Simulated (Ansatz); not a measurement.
Mulliken charges of `[OH][Nb](=[S])([Cl])[Cl]` from B3LYP/def2-TZVPP in Ansatz (PBE0-D4/def2-TZVP geometry).

```json
{"atom": "O1", "x (Å)": "-0.870", "y (Å)": "0.573", "z (Å)": "1.072", "charge (e)": "-0.467"}
{"atom": "Nb2", "x (Å)": "0.135", "y (Å)": "-0.072", "z (Å)": "-0.356", "charge (e)": "1.149"}
{"atom": "S3", "x (Å)": "1.614", "y (Å)": "-1.389", "z (Å)": "0.416", "charge (e)": "-0.337"}
{"atom": "Cl4", "x (Å)": "-1.205", "y (Å)": "-1.234", "z (Å)": "-1.783", "charge (e)": "-0.286"}
{"atom": "Cl5", "x (Å)": "1.177", "y (Å)": "1.657", "z (Å)": "-1.410", "charge (e)": "-0.286"}
{"atom": "H6", "x (Å)": "-0.810", "y (Å)": "0.401", "z (Å)": "2.015", "charge (e)": "0.225"}
```

**Question.** By hand: the dipole of these point charges (1 e Å = 4.8032 D).

**Answer.** Σ q r = (-0.157, 0.087, 0.317) e Å, of length 0.364 e Å = 1.75 D.

**Question.** How does the dipole of the full density compare? (Best estimate.)

**Answer.** The calculation gave: (-0.202, 0.114, 0.408) e Å, 2.25 D; the point charges give 0.78 times that, at 0° from its direction.

Point charges leave out the atoms' own dipoles, such as those of lone pairs, and Mulliken's split depends on the basis, so the two needn't agree.

B3LYP here is the variant with VWN-RPA as its local correlation; programs differ in this.
